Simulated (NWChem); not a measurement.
System: I cation, triplet

Excerpt of the output:

```
             Northwest Computational Chemistry Package (NWChem) 7.3.0
             --------------------------------------------------------

                             Geometry "geometry" -> ""
                             -------------------------

 Output coordinates in angstroms (scale by  1.889725989 to convert to a.u.)

  No.       Tag          Charge          X              Y              Z
 ---- ---------------- ---------- -------------- -------------- --------------
    1 I                   53.0000     0.00000000     0.00000000     0.00000000

 Effective nuclear repulsion energy (a.u.)       0.0000000000

  xc_inp: hfexch multiplicative factor not found.

                                 NWChem DFT Module
                                 -----------------

 Summary of "ao basis" -> "ao basis" (spherical)
 ------------------------------------------------------------------------------
       Tag                 Description            Shells   Functions and Types
 ---------------- ------------------------------  ------  ---------------------
 I                          6-311g**                24       62   10s9p5d

            General Information
            -------------------
          SCF calculation type: DFT
          Wavefunction type:  spin polarized.
          No. of atoms     :     1
          No. of electrons :    52
           Alpha electrons :    27
            Beta electrons :    25
          Charge           :     1
          Spin multiplicity:     3
          Use of symmetry is: off; symmetry adaption is: off
          Maximum number of iterations: 150
          AO basis - number of functions:    62
                     number of shells:    24
          Convergence on energy requested:  1.00D-06
          Convergence on density requested:  1.00D-05
          Convergence on gradient requested:  5.00D-04

              XC Information
              --------------
                     Hartree-Fock (Exact) Exchange  1.000

      Superposition of Atomic Density Guess
      -------------------------------------

 Sum of atomic energies:       -6916.81498508

 Renormalizing density from      53.00 to     52

      Non-variational initial energy
      ------------------------------

 Total energy =   -6834.104360
 1-e energy   =   -9327.157228
 2-e energy   =    2493.052867
 HOMO         =      -0.825590
 LUMO         =      -0.825590

     ---------------------------------------------
      Total Density - Mulliken Population Analysis
     ---------------------------------------------

    Atom       Charge   Shell Charges
 -----------   ------   -------------------------------------------------------
    1 I   53    52.00   0.94  1.00  1.06  0.91  0.99  1.02  1.12  0.96  1.66  0.34  5.05  1.19  3.46  2.27  3.26  2.73  1.31  2.21  0.53  6.42  3.74  5.44  4.31  0.08

     --------------------------------------------
      Spin Density - Mulliken Population Analysis
     --------------------------------------------

    Atom       Charge   Shell Charges
 -----------   ------   -------------------------------------------------------
    1 I   53     2.00   0.00  0.00  0.00  0.00  0.00  0.00  0.00  0.00  0.00  0.00  0.00 -0.00  0.01 -0.01  0.08 -0.07  0.62  1.10  0.26  0.00  0.00  0.00  0.00  0.00

   convergence    iter        energy       DeltaE   RMS-Dens  Diis-err
 ---------------- ----- ----------------- --------- --------- ---------
 d= 0,ls=0.0,diis     1  -6915.7956042998 -6.92D+03  2.07D-02  1.66D+01
                                                     1.95D-02  1.66D+01
 d= 0,ls=0.0,diis     2  -6916.2777892825 -4.82D-01  6.56D-03  3.81D+00
                                                     6.73D-03  3.78D+00
 d= 0,ls=0.0,diis     3  -6916.4589909874 -1.81D-01  5.83D-04  3.93D-03
                                                     4.36D-04  3.76D-03
 d= 0,ls=0.0,diis     4  -6916.4593950031 -4.04D-04  9.29D-05  4.04D-05
                                                     7.54D-05  4.45D-05
 d= 0,ls=0.0,diis     5  -6916.4594121951 -1.72D-05  3.49D-05  1.95D-06
                                                     2.70D-05  1.86D-06
  Resetting Diis
 d= 0,ls=0.0,diis     6  -6916.4594135564 -1.36D-06  5.48D-06  3.58D-08
                                                     4.37D-06  3.07D-08
 d= 0,ls=0.0,diis     7  -6916.4594135912 -3.48D-08  7.66D-07  8.20D-10
                                                     7.76D-07  7.87D-10

         Total DFT energy =    -6916.459413591171
      One electron energy =    -9488.322451550979
           Coulomb energy =     2745.497309780742
    Exchange-Corr. energy =     -173.634271820933
 Nuclear repulsion energy =        0.000000000000

 Numeric. integr. density =        0.000000000000

                    DFT Final Alpha Molecular Orbital Analysis
                    ------------------------------------------

 Vector   25  Occ=1.000000D+00  E=-7.699918D-01
              MO Center=  5.5D-14,  5.3D-15,  7.1D-16, r^2= 1.7D+00
   Bfn.  Coefficient  Atom+Function         Bfn.  Coefficient  Atom+Function
  ----- ------------  ---------------      ----- ------------  ---------------
    32      0.647779  1 I  px                29      0.305114  1 I  px
    26     -0.275808  1 I  px                23     -0.256752  1 I  px
    33     -0.213514  1 I  py                35      0.177382  1 I  px
    17      0.127351  1 I  px                30     -0.100568  1 I  py
    27      0.090909  1 I  py                20      0.086156  1 I  px

 Vector   26  Occ=1.000000D+00  E=-7.699918D-01
              MO Center=  1.1D-13,  6.0D-14,  5.3D-13, r^2= 1.7D+00
   Bfn.  Coefficient  Atom+Function         Bfn.  Coefficient  Atom+Function
  ----- ------------  ---------------      ----- ------------  ---------------
    33      0.647778  1 I  py                30      0.305114  1 I  py
    27     -0.275808  1 I  py                24     -0.256752  1 I  py
    32      0.213514  1 I  px                36      0.177382  1 I  py
    18      0.127350  1 I  py                29      0.100568  1 I  px
    26     -0.090909  1 I  px                21      0.086156  1 I  py

 Vector   27  Occ=1.000000D+00  E=-7.088438D-01
              MO Center= -2.7D-14,  1.4D-15, -9.2D-15, r^2= 1.8D+00
   Bfn.  Coefficient  Atom+Function         Bfn.  Coefficient  Atom+Function
  ----- ------------  ---------------      ----- ------------  ---------------
    34      0.657331  1 I  pz                31      0.315546  1 I  pz
    28     -0.281351  1 I  pz                25     -0.269621  1 I  pz
    37      0.219860  1 I  pz                19      0.132112  1 I  pz
    22      0.090166  1 I  pz                13     -0.057666  1 I  pz

 Vector   28  Occ=0.000000D+00  E= 5.924922D-02
              MO Center= -5.7D-13,  1.6D-13,  1.5D-14, r^2= 5.9D+00
   Bfn.  Coefficient  Atom+Function         Bfn.  Coefficient  Atom+Function
  ----- ------------  ---------------      ----- ------------  ---------------
    35      1.544638  1 I  px                32     -1.361818  1 I  px
    36     -0.428566  1 I  py                33      0.377842  1 I  py
    23      0.186209  1 I  px                29      0.126344  1 I  px
    17     -0.063601  1 I  px                20     -0.062354  1 I  px
    26      0.053292  1 I  px                24     -0.051664  1 I  py

 Vector   29  Occ=0.000000D+00  E= 5.924922D-02
              MO Center= -2.6D-14, -9.0D-14, -1.1D-14, r^2= 5.9D+00
   Bfn.  Coefficient  Atom+Function         Bfn.  Coefficient  Atom+Function
  ----- ------------  ---------------      ----- ------------  ---------------
    36      1.544635  1 I  py                33     -1.361816  1 I  py
    35      0.428566  1 I  px                32     -0.377842  1 I  px
    24      0.186208  1 I  py                30      0.126344  1 I  py
    18     -0.063601  1 I  py                21     -0.062354  1 I  py
    27      0.053292  1 I  py                23      0.051664  1 I  px

 Vector   30  Occ=0.000000D+00  E= 8.226827D-02
              MO Center= -4.3D-16,  4.1D-16,  3.9D-13, r^2= 5.9D+00
   Bfn.  Coefficient  Atom+Function         Bfn.  Coefficient  Atom+Function
  ----- ------------  ---------------      ----- ------------  ---------------
    37      1.608226  1 I  pz                34     -1.456309  1 I  pz
    25      0.200964  1 I  pz                31      0.155193  1 I  pz
    19     -0.066992  1 I  pz                22     -0.067314  1 I  pz
    28      0.047379  1 I  pz                13      0.032208  1 I  pz

                     DFT Final Beta Molecular Orbital Analysis
                     -----------------------------------------

 Vector   23  Occ=1.000000D+00  E=-2.733806D+00
              MO Center=  6.5D-17,  1.0D-15,  2.6D-15, r^2= 2.7D-01
   Bfn.  Coefficient  Atom+Function         Bfn.  Coefficient  Atom+Function
  ----- ------------  ---------------      ----- ------------  ---------------
    50      0.566053  1 I  d  0              55      0.546530  1 I  d  0
    40     -0.269024  1 I  d  0              45     -0.095227  1 I  d  0
    60      0.048108  1 I  d  0

 Vector   24  Occ=1.000000D+00  E=-1.030331D+00
              MO Center=  5.4D-14,  4.0D-14,  3.6D-14, r^2= 1.3D+00
   Bfn.  Coefficient  Atom+Function         Bfn.  Coefficient  Atom+Function
  ----- ------------  ---------------      ----- ------------  ---------------
     9      0.972796  1 I  s                  8     -0.578829  1 I  s
     7     -0.457922  1 I  s                  6      0.375198  1 I  s
    10      0.321286  1 I  s                  5      0.187760  1 I  s
     4     -0.127795  1 I  s                  3     -0.073327  1 I  s
    60      0.049187  1 I  d  0               2      0.030497  1 I  s

 Vector   25  Occ=1.000000D+00  E=-6.686616D-01
              MO Center=  1.9D-14,  6.8D-15, -3.6D-14, r^2= 1.8D+00
   Bfn.  Coefficient  Atom+Function         Bfn.  Coefficient  Atom+Function
  ----- ------------  ---------------      ----- ------------  ---------------
    34      0.637638  1 I  pz                31      0.309913  1 I  pz
    28     -0.273451  1 I  pz                25     -0.268717  1 I  pz
    37      0.246623  1 I  pz                19      0.130279  1 I  pz
    22      0.089641  1 I  pz                13     -0.056947  1 I  pz

 Vector   26  Occ=0.000000D+00  E=-3.281958D-01
              MO Center= -1.2D-12, -6.6D-13, -1.4D-12, r^2= 2.2D+00
   Bfn.  Coefficient  Atom+Function         Bfn.  Coefficient  Atom+Function
  ----- ------------  ---------------      ----- ------------  ---------------
    33      0.515330  1 I  py                36      0.419584  1 I  py
    30      0.258814  1 I  py                27     -0.245934  1 I  py
    24     -0.235336  1 I  py                18      0.116285  1 I  py
    21      0.079530  1 I  py                12     -0.050858  1 I  py
    32     -0.026701  1 I  px

 Vector   27  Occ=0.000000D+00  E=-3.281958D-01
              MO Center= -8.6D-14,  6.5D-15,  6.2D-15, r^2= 2.2D+00
   Bfn.  Coefficient  Atom+Function         Bfn.  Coefficient  Atom+Function
  ----- ------------  ---------------      ----- ------------  ---------------
    32      0.515331  1 I  px                35      0.419585  1 I  px
    29      0.258815  1 I  px                26     -0.245935  1 I  px
    23     -0.235337  1 I  px                17      0.116285  1 I  px
    20      0.079530  1 I  px                11     -0.050858  1 I  px
    33      0.026701  1 I  py

 Vector   28  Occ=0.000000D+00  E= 8.897988D-02
              MO Center=  2.3D-15,  6.0D-15,  2.0D-13, r^2= 5.9D+00
   Bfn.  Coefficient  Atom+Function         Bfn.  Coefficient  Atom+Function
  ----- ------------  ---------------      ----- ------------  ---------------
    37     -1.609353  1 I  pz                34      1.483597  1 I  pz
    25     -0.206500  1 I  pz                31     -0.166682  1 I  pz
    22      0.069148  1 I  pz                19      0.068252  1 I  pz
    28     -0.044661  1 I  pz                13     -0.032895  1 I  pz

     ---------------------------------------------
      Total Density - Mulliken Population Analysis
     ---------------------------------------------

    Atom       Charge   Shell Charges
 -----------   ------   -------------------------------------------------------
    1 I   53    52.00   0.94  1.00  1.05  0.92  0.95  1.06  0.98  1.06  1.50  0.53  5.02  1.20  3.37  2.34  2.98  2.97  0.98  2.48  0.66  6.22  3.85  4.89  4.85  0.20

     --------------------------------------------
      Spin Density - Mulliken Population Analysis
     --------------------------------------------

    Atom       Charge   Shell Charges
 -----------   ------   -------------------------------------------------------
    1 I   53     2.00  -0.00  0.00  0.00 -0.00  0.00 -0.00  0.00 -0.01  0.02 -0.01  0.00 -0.00  0.01 -0.01  0.08 -0.07  0.43  1.29  0.27 -0.00  0.00 -0.02 -0.00  0.02

     -------------------------------------------
      Total Density - Lowdin Population Analysis
     -------------------------------------------

    Atom       Charge   Shell Charges
 -----------   ------   -------------------------------------------------------
    1 I   53    52.00   1.04  0.97  1.06  0.92  0.91  1.03  0.88  1.17  1.14  0.88  4.82  1.77  2.93  2.48  2.66  2.91  1.38  2.06  0.99  6.13  4.00  4.69  4.79  0.40

     ------------------------------------------
      Spin Density - Lowdin Population Analysis
     ------------------------------------------

    Atom       Charge   Shell Charges
 -----------   ------   -------------------------------------------------------
    1 I   53     2.00  -0.00  0.00  0.00 -0.00 -0.00 -0.00 -0.00  0.00  0.01 -0.01  0.00  0.00  0.02 -0.00  0.10  0.02  0.39  1.02  0.45 -0.00 -0.00 -0.02  0.00  0.02

   alpha - beta orbital overlaps
   -----------------------------

   alpha      1      2      3      4      5      6      7      8      9     10
    beta      1      2      4      5      3      6      8      7      9     11
 overlap   1.000  1.000  0.720  0.720  1.000  1.000  0.833  0.833  1.000  0.753

   alpha     11     12     13     14     15     16     17     18     19     20
    beta     10     12     13     14     15     17     16     18     19     20
 overlap   0.753  0.961  0.961  1.000  1.000  0.978  0.978  1.000  0.969  0.969

   alpha     21     22     23     24     25     26     27     28     29     30
    beta     21     22     23     24     27     26     25     29     30     28
 overlap   0.930  0.930  1.000  0.996  0.920  0.920  1.000  0.929  0.929  1.000

   alpha     31     32     33     34     35     36     37     38     39     40
    beta     31     35     36     33     34     32     37     38     39     40
 overlap   1.000  0.951  0.951  0.875  0.875  0.997  0.933  0.933  1.000  0.940

   alpha     41     42     43     44     45     46     47     48     49     50
    beta     41     43     42     44     45     46     47     48     49     50
 overlap   0.940  0.765  0.765  0.967  0.967  0.930  0.930  1.000  1.000  0.742

   alpha     51     52     53     54     55     56     57     58     59     60
    beta     51     52     53     54     55     56     57     58     59     60
 overlap   0.742  1.000  0.772  0.772  0.909  0.909  1.000  0.912  0.912  1.000

   alpha     61     62
    beta     61     62
 overlap   1.000  1.000

     --------------------------
     Expectation value of S2:
     --------------------------
      <S2> =      2.0078 (Exact =     2.0000)
```

Level: UHF/6-311G** (spherical d), non-relativistic. The open p shell is one determinant without spherical averaging. No stability test was run on the SCF state.

**Question.** Write an input that gives this output.

**Answer.** This is not unique; one that fits is the input that was run:
```
start job
memory heap 200 mb stack 700 mb global 900 mb
charge 1
geometry units angstroms noautoz
  I      0.000000     0.000000     0.000000
end
basis spherical
  I library 6-311g**
end
dft
  odft
  mult 3
  xc hfexch
  iterations 150
  mulliken
end
task dft energy
```
